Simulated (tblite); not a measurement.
Record of a relaxation.

C₃H₁₂BNSi.
SMILES with atom numbers: `[BH2:1][SiH2:2][NH:3][CH2:4][CH2:5][CH3:6]` (hydrogens: H7, H8 on B1; H9, H10 on Si2; H11 on N3; H12, H13 on C4; H14, H15 on C5; H16, H17, H18 on C6)

Computed with GFN2-xTB (tblite), gas phase: L-BFGS steps from a force-field or distance-geometry start until the largest atomic force falls under 0.01 eV/Å. 7 of its 150 geometries are shown.

Step 0: E = -500.2869 eV, largest atomic force 1.747 eV/Å
```
atom  x, y, z in Å  |  force x, y, z in eV/Å
B1      3.100   -0.907    0.265   -0.182  -0.156  -0.756
Si2     2.016    0.484   -0.575    0.105  -0.957   1.458
N3      0.390    0.346    0.195    0.971   0.867  -0.889
C4     -0.528    0.560   -0.951    1.110   0.010   0.451
C5     -1.974    0.491   -0.573   -1.219   0.258  -0.768
C6     -2.286   -0.875    0.007   -0.131  -0.981  -0.157
H7      4.249   -0.896    0.025   -0.108  -0.158   0.377
H8      2.531   -1.847    0.662    0.403  -0.058   0.269
H9      1.955    0.289   -2.030   -0.042   0.134  -0.085
H10     2.603    1.790   -0.349   -0.018   0.674  -0.172
H11     0.297    1.089    0.909   -0.335  -0.608  -0.517
H12    -0.235    1.528   -1.383   -0.629  -0.134  -0.436
H13    -0.244   -0.269   -1.645   -0.610   0.709   0.283
H14    -2.295    1.319    0.087    0.363  -0.340  -0.205
H15    -2.562    0.562   -1.523    0.277   0.419   0.632
H16    -3.071   -0.845    0.799    0.677  -0.149  -0.727
H17    -1.336   -1.299    0.400   -0.842   0.166   0.016
H18    -2.619   -1.513   -0.863    0.212   0.305   1.227
```

Step 25: E = -501.0363 eV, largest atomic force 0.177 eV/Å
```
atom  x, y, z in Å  |  force x, y, z in eV/Å
B1      3.141   -0.981    0.310    0.044  -0.063   0.069
Si2     2.122    0.463   -0.513    0.053  -0.089   0.057
N3      0.428    0.452   -0.149   -0.037  -0.072  -0.023
C4     -0.609    0.648   -1.141   -0.051   0.032  -0.021
C5     -2.002    0.492   -0.529    0.015  -0.035   0.036
C6     -2.270   -0.904    0.031    0.052   0.010  -0.046
H7      4.307   -0.958    0.198   -0.021  -0.018   0.039
H8      2.683   -1.922    0.831   -0.012   0.024   0.025
H9      2.180    0.279   -1.971   -0.039   0.058  -0.163
H10     2.707    1.806   -0.280   -0.032   0.077  -0.065
H11     0.151    0.869    0.729    0.024  -0.031   0.021
H12    -0.545    1.645   -1.603   -0.001   0.061   0.012
H13    -0.458   -0.081   -1.942    0.013  -0.043   0.074
H14    -2.096    1.231    0.272   -0.033  -0.024   0.015
H15    -2.744    0.737   -1.292   -0.020  -0.013   0.030
H16    -3.135   -0.887    0.695    0.077  -0.019  -0.066
H17    -1.406   -1.268    0.582   -0.010   0.107   0.072
H18    -2.464   -1.615   -0.768   -0.022   0.039  -0.066
```

Step 50: E = -501.1027 eV, largest atomic force 0.143 eV/Å
```
atom  x, y, z in Å  |  force x, y, z in eV/Å
B1      3.083   -0.924    0.392   -0.018   0.077  -0.008
Si2     2.131    0.409   -0.672   -0.023   0.033   0.010
N3      0.456    0.322   -0.252   -0.013   0.042  -0.015
C4     -0.625    0.722   -1.126   -0.001   0.027   0.012
C5     -1.979    0.534   -0.450   -0.026  -0.063   0.017
C6     -2.193   -0.904    0.002   -0.004  -0.077   0.002
H7      4.250   -0.968    0.382    0.024  -0.027  -0.004
H8      2.518   -1.714    1.041    0.049  -0.020   0.034
H9      2.089    0.145   -2.124    0.071  -0.014  -0.008
H10     2.671    1.803   -0.579   -0.055  -0.120  -0.056
H11     0.220    0.495    0.715    0.008   0.017  -0.007
H12    -0.530    1.768   -1.451    0.034   0.042   0.039
H13    -0.569    0.100   -2.025    0.020   0.017   0.028
H14    -2.039    1.197    0.419   -0.027   0.027  -0.036
H15    -2.766    0.817   -1.151   -0.011   0.051   0.008
H16    -3.173   -1.024    0.460    0.007   0.007  -0.017
H17    -1.436   -1.191    0.726    0.007  -0.020   0.020
H18    -2.117   -1.581   -0.846   -0.041   0.001  -0.019
```

Step 74: E = -501.1547 eV, largest atomic force 0.098 eV/Å
```
atom  x, y, z in Å  |  force x, y, z in eV/Å
B1      3.154   -0.819    0.485   -0.077   0.000  -0.028
Si2     2.103    0.257   -0.765   -0.079  -0.045   0.005
N3      0.458    0.290   -0.227   -0.042  -0.007   0.033
C4     -0.628    0.856   -0.996    0.059   0.005  -0.014
C5     -2.009    0.536   -0.416    0.047  -0.041   0.031
C6     -2.210   -0.947   -0.120   -0.008  -0.010   0.000
H7      4.309   -0.931    0.346   -0.005   0.026  -0.009
H8      2.666   -1.426    1.359    0.039   0.037   0.003
H9      2.008   -0.335   -2.118   -0.008   0.030   0.016
H10     2.601    1.637   -1.018    0.042  -0.041  -0.024
H11     0.324    0.461    0.759   -0.068  -0.009   0.058
H12    -0.524    1.948   -1.074   -0.047   0.039  -0.037
H13    -0.553    0.450   -2.005    0.047  -0.052  -0.052
H14    -2.151    1.107    0.505    0.023  -0.014   0.045
H15    -2.769    0.872   -1.128    0.065   0.001   0.022
H16    -3.213   -1.104    0.276    0.051  -0.057  -0.032
H17    -1.488   -1.297    0.615   -0.012   0.045  -0.026
H18    -2.087   -1.549   -1.019   -0.028   0.093   0.009
```

Step 99: E = -501.1979 eV, largest atomic force 0.054 eV/Å
```
atom  x, y, z in Å  |  force x, y, z in eV/Å
B1      3.216   -0.697    0.557   -0.023  -0.016   0.031
Si2     1.998    0.052   -0.767    0.005   0.028  -0.009
N3      0.439    0.378   -0.105   -0.013  -0.033  -0.033
C4     -0.637    0.956   -0.871    0.016   0.025  -0.004
C5     -2.014    0.557   -0.338    0.021  -0.037  -0.007
C6     -2.185   -0.957   -0.342   -0.019  -0.022   0.002
H7      4.319   -0.916    0.237    0.011  -0.011  -0.004
H8      2.932   -0.965    1.659   -0.027   0.024  -0.008
H9      1.716   -0.849   -1.909   -0.009   0.026   0.005
H10     2.552    1.270   -1.426   -0.024  -0.022  -0.004
H11     0.336    0.564    0.881    0.018   0.031   0.010
H12    -0.560    2.054   -0.898   -0.020   0.021   0.023
H13    -0.531    0.600   -1.898    0.025  -0.010  -0.001
H14    -2.146    0.938    0.678    0.053   0.009   0.001
H15    -2.778    1.018   -0.968    0.009   0.002   0.015
H16    -3.162   -1.237    0.044   -0.016   0.004  -0.029
H17    -1.423   -1.420    0.280    0.020  -0.001  -0.025
H18    -2.080   -1.339   -1.355   -0.025  -0.020   0.039
```

Step 124: E = -501.2088 eV, largest atomic force 0.020 eV/Å
```
atom  x, y, z in Å  |  force x, y, z in eV/Å
B1      3.199   -0.638    0.592    0.005   0.004   0.004
Si2     1.972   -0.021   -0.791   -0.002   0.003  -0.006
N3      0.469    0.438   -0.087   -0.008   0.001   0.009
C4     -0.634    0.995   -0.827   -0.006   0.005  -0.002
C5     -1.986    0.529   -0.282    0.002  -0.006  -0.008
C6     -2.174   -0.974   -0.447    0.001  -0.008  -0.007
H7      4.265   -1.014    0.290   -0.018  -0.009  -0.001
H8      2.942   -0.648    1.733    0.001  -0.002   0.001
H9      1.599   -1.022   -1.816    0.005   0.004   0.006
H10     2.528    1.093   -1.608    0.008   0.000  -0.002
H11     0.426    0.689    0.889    0.003  -0.004  -0.006
H12    -0.602    2.095   -0.815    0.000   0.002   0.005
H13    -0.525    0.673   -1.863   -0.007   0.000  -0.001
H14    -2.056    0.794    0.776    0.004  -0.003  -0.005
H15    -2.780    1.060   -0.812    0.002  -0.001  -0.003
H16    -3.141   -1.285   -0.058   -0.001  -0.002   0.015
H17    -1.393   -1.511    0.084    0.014   0.012  -0.005
H18    -2.120   -1.246   -1.499   -0.003   0.003   0.004
```

Step 149: E = -501.2118 eV, largest atomic force 0.009 eV/Å
```
atom  x, y, z in Å  |  force x, y, z in eV/Å
B1      3.158   -0.661    0.607   -0.003   0.003  -0.005
Si2     1.978    0.002   -0.796   -0.005   0.000   0.006
N3      0.470    0.466   -0.107    0.005   0.004   0.004
C4     -0.643    1.003   -0.847    0.002   0.001   0.001
C5     -1.982    0.523   -0.282    0.000  -0.002  -0.004
C6     -2.147   -0.983   -0.438    0.003  -0.005   0.001
H7      4.182   -1.145    0.319    0.004  -0.005  -0.007
H8      2.912   -0.598    1.748   -0.003   0.002   0.004
H9      1.604   -0.974   -1.844    0.000   0.002  -0.002
H10     2.577    1.117   -1.583    0.001  -0.005   0.004
H11     0.425    0.721    0.868    0.001   0.002  -0.004
H12    -0.625    2.104   -0.845    0.000   0.001   0.002
H13    -0.539    0.672   -1.881   -0.001   0.001  -0.004
H14    -2.034    0.790    0.777   -0.004  -0.003   0.000
H15    -2.793    1.041   -0.798   -0.001   0.004  -0.002
H16    -3.063   -1.323    0.041    0.000  -0.001  -0.004
H17    -1.302   -1.497    0.013    0.000   0.001   0.004
H18    -2.186   -1.251   -1.492    0.002   0.000   0.006
```

Problem. Summarise the path.

Solution. The energy falls by 21.33 kcal/mol from step 0 to step 149; nine tenths of that is first reached at step 60. It falls at every step. The largest force goes from 1.747 to 0.009 eV/Å. Among the bonds Si2–N3 changes most, from 1.804 to 1.722 Å; the atoms move by 0.853 Å rms after alignment.

Problem. Follow the three bonds and two angles with the largest change from start to end.

Solution. 
```csv
step,E above end (kcal/mol),largest force (eV/Å),Si2–N3 (Å),N3–C4 (Å),C6–H18 (Å),Si2–N3–C4 (°),Si2–N3–H11 (°)
0,21.33,1.747,1.804,1.484,1.129,102.6,108.7
6,8.82,0.424,1.750,1.451,1.089,112.7,117.1
13,6.00,0.197,1.740,1.449,1.085,118.1,118.0
19,4.69,0.173,1.742,1.453,1.089,121.1,117.6
26,3.97,0.113,1.734,1.448,1.087,123.5,116.4
32,3.55,0.123,1.734,1.447,1.087,125.0,115.0
39,3.23,0.120,1.741,1.452,1.089,123.7,114.8
45,2.83,0.142,1.728,1.444,1.085,124.5,116.4
52,2.45,0.091,1.726,1.445,1.086,123.9,117.0
58,2.20,0.096,1.725,1.443,1.089,124.2,117.6
65,1.82,0.108,1.729,1.442,1.088,124.6,117.2
71,1.49,0.113,1.730,1.445,1.085,123.4,115.5
78,1.04,0.151,1.727,1.442,1.086,122.5,117.3
84,0.76,0.089,1.725,1.442,1.088,122.2,119.2
91,0.56,0.105,1.724,1.441,1.088,123.4,119.0
97,0.36,0.066,1.725,1.443,1.088,123.1,120.3
104,0.25,0.057,1.725,1.442,1.087,122.6,119.8
110,0.17,0.051,1.722,1.440,1.088,122.6,120.1
117,0.11,0.047,1.722,1.440,1.087,123.3,120.2
123,0.07,0.021,1.723,1.440,1.088,124.1,119.9
130,0.06,0.030,1.723,1.441,1.087,124.5,119.7
136,0.04,0.040,1.722,1.440,1.088,124.6,119.8
143,0.01,0.026,1.722,1.440,1.087,124.8,119.3
149,0.00,0.009,1.722,1.440,1.088,124.9,119.6
```

The cost below is that of the whole relaxation. Time: 0.74 s wall. Hardware: one thread of an Arm Neoverse V2, shared host.
